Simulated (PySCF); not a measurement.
# Reading the logs of faulty runs: BCClH5Si

These are calculations, not measurements. They come from PySCF 2.14.0, an open-source quantum chemistry program, on an isolated molecule that a program drew, which may never have been made. The molecule is BCClH5Si (charge 0, doublet), drawn as the SMILES string `[SiH2]CBCl`.

Each row is a Hartree-Fock (HF) and frozen-core CCSD(T) single point in the cc-pV(D+d)Z basis, meant for a local HF minimum. Run 1 is clean. Each other run has one planted mistake out of seven kinds, and not every kind appears here: one electron removed, one electron added, multiplicity raised by two, geometry at a saddle point, minimal basis STO-3G, one bond length entered in bohr, all coordinates scaled. The reference is restricted for singlets and unrestricted otherwise, and also for a bond in bohr. Adding or removing an electron swaps singlet and doublet. Electrons count all cores. HOMO and LUMO are orbital energies over both spins, the gradient is its largest component, and the lowest frequency (negative if imaginary) is given only where the gradient is small. Bond lengths are over the 8 bonds as drawn. T1 is the CCSD diagnostic: over 0.02 (restricted) or 0.045 (unrestricted) a single reference is doubtful.

Geometry of the clean run:
```xyz
9
BCClH5Si, angstrom
Si    2.0124   -1.1868   -1.9152
C     1.7168    0.1466   -0.5850
B     0.8533   -0.4236    0.5764
Cl   -0.9074   -0.2015    0.6017
H     2.7385   -2.3522   -1.3539
H     0.7404   -1.6368   -2.5285
H     1.2497    0.9998   -1.0825
H     2.7102    0.4333   -0.2257
H     1.3143   -1.0630    1.4736
```

```
run,electrons,basis functions,<S^2>,HOMO (eV),LUMO (eV),gradient (hartree/bohr),lowest frequency (cm^-1),mean bond (Å),longest bond (Å),T1,HF (hartree),CCSD(T) (hartree),mistake
1,47,99,0.755,-9.02,1.05,1.7e-05,70,1.4480,1.906,0.0139,-813.91789,-814.43556,no fault
2,47,33,0.753,-6.85,5.18,2.3e-02,-,1.4480,1.906,0.0108,-804.87724,-805.04696,minimal basis STO-3G
3,48,99,0.000,-0.75,7.27,4.8e-02,-,1.4480,1.906,0.0231,-813.90741,-814.46264,one electron added
4,47,99,1.635,-8.93,-0.34,1.0e-02,-,1.6454,3.354,0.0459,-813.77474,-814.26743,?
5,47,99,0.755,-8.85,1.26,4.5e-02,-,1.3857,1.824,0.0135,-813.90180,-814.41658,?
```

**Which mistake was planted in run 4, and what did it cost?**

The mean bond changes by a factor of 1.136 and the longest by 1.760, so the molecule wasn't scaled as a whole. A length L in bohr read as angstrom grows by (1/0.5292 - 1) L = 0.890 L. The 8 bonds together grew by 8 x 0.1974 = 1.579 Å, which gives L = 1.775 Å. That is bond B3-Cl4, 1.775 Å in the clean geometry. So the mistake is: one bond length entered in bohr. Subtracting run 1 and multiplying by 627.51 kcal/mol a hartree, the energy moved by 89.8 kcal/mol in HF and 105.5 kcal/mol in CCSD(T).

**Which mistake was planted in run 5, and what did it cost?**

The mean and the longest bond both change by the same factor, 0.957, and the gradient is no longer small. So the mistake is: all coordinates scaled. Subtracting run 1 and multiplying by 627.51 kcal/mol a hartree, the energy moved by 10.1 kcal/mol in HF and 11.9 kcal/mol in CCSD(T).

Cautions from the logs. Run 3: T1 is over the limit, so its CCSD(T) energy is less reliable; run 4: T1 is over the limit, so its CCSD(T) energy is less reliable.
